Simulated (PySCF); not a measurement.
## SeOF₄: from structure and modes to constants

Computed with B3LYP in PySCF with Se def2-SVP, O def2-SVP, F def2-SVP; no relativity; density-fitted integrals.

The singlet minimum has C2v symmetry. Masses (u): Se 79.91652, O 15.99492, F 18.99840.

```xyz
6
charge 0 multiplicity 1, angstrom
Se    0.0000    0.0000    0.1268
O     0.0000    0.0000    1.7152
F     1.7286    0.0000   -0.1203
F     0.0000    1.4065   -0.8689
F    -1.7286    0.0000   -0.1203
F     0.0000   -1.4065   -0.8689
```

Harmonic wavenumbers (cm⁻¹): 135.5 (a1, ×1), 179.6 (b1, ×1), 357.1 (b1, ×1), 377.8 (a1, ×1), 395.5 (a2, ×1), 396.0 (b2, ×1), 424.2 (b2, ×1), 610.2 (a1, ×1), 680.7 (a1, ×1), 711.7 (b2, ×1), 719.6 (b1, ×1), 1021.8 (a1, ×1).

(1) Find the principal moments of inertia and the rotational constants. What kind of rotor is it?

(2) What is the harmonic zero-point energy?

(3) Find the vibrational entropy and heat capacity at 298.15 K.

(4) Give the standard entropy (298.15 K, 1 bar) by its translational, rotational, vibrational and spin parts, and Cp.

## Answers

(1) About the centre of mass I = 152.74, 188.7, 191.1 u Å². With B = 16.8576/I this gives 0.1104, 0.08933, 0.08821 cm⁻¹. The molecule is an asymmetric top with κ = -0.90.

(2) Half the sum of all 12 wavenumbers, 6010/2 = 3005 cm⁻¹, which is 35.9 kJ/mol (1 cm⁻¹ = 0.0119627 kJ/mol).

(3) With u = 1.43878 ω/T, each mode gives S = R[u/(eᵘ−1) − ln(1−e⁻ᵘ)] and C = R u² eᵘ/(eᵘ−1)².
```
ω (cm⁻¹)      u  S (J/(mol K))  C (J/(mol K))
   135.5  0.654          11.99           8.02
   179.6  0.867           9.76           7.81
   357.1  1.723           4.75           6.53
   377.8  1.823           4.38           6.35
   395.5  1.908           4.10           6.19
   396.0  1.911           4.09           6.19
   424.2  2.047           3.67           5.93
   610.2  2.945           1.81           4.23
   680.7  3.285           1.38           3.63
   711.7  3.434           1.22           3.38
   719.6  3.473           1.19           3.31
  1021.8  4.931           0.36           1.48
```
The sums over all modes are S = 48.7 and C = 63.0 J/(mol K); the softest mode gives 25 % of the entropy.

(4) Sackur–Tetrode with M = 171.91 u gives 173.0; rotation with symmetry number 2 gives 107.3; vibration 48.7; spin R ln 1 = 0.0. The total is 329.0 J/(mol K), and Cp = 4 R + 63.0 = 96.3 J/(mol K).

This need not be the most stable arrangement of these atoms.
